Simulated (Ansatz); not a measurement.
Calculated with Ansatz (gas phase, PBE0-D4/def2-TZVP geometries, no zero-point term in ΔE). CCSD(T)/CBS adds triple-zeta CCSD(T) − MP2 to the extrapolated MP2 energy (def2 sets, frozen cores). Functionals use def2-TZVPP. One conformer a species, not always the lowest.

Reaction (cleavage of the B–B bond): `C#CBBC` + dimethylamine → `CBN(C)C` + `BC#C`

Question: Is it downhill or uphill in electronic energy at CCSD(T)/CBS, and by how much? (Best estimate.)

Answer: The calculation gave: Downhill: ΔE = -1.66 eV.

Question: What do these levels give: revPBE-D4, PBE0-D4, r2SCAN0, RPA@PBE/def2-TZVPP, SCS-MP2/def2-QZVPP, CCSD/CBS(def2)? (Best estimate.)

Answer: Ansatz gave: revPBE-D4 -1.54, PBE0-D4 -1.56, r2SCAN0 -1.58, RPA@PBE/def2-TZVPP -1.70, SCS-MP2/def2-QZVPP -1.70, CCSD/CBS(def2) -1.62 eV.

Largest T1 diagnostic among the species: 0.014.

From BLYP to BHLYP (50 % exact exchange), in def2-TZVPP and without D4, ΔE moves by −0.06 eV. At CCSD(T), def2-SVP lies −0.15 eV from the extrapolated value and def2-TZVPP −0.03 eV. In def2-TZVPP, CCSD(T) changes the Hartree–Fock value by −0.14 eV (the triples alone add −0.03 eV) and MP2 by −0.21 eV.
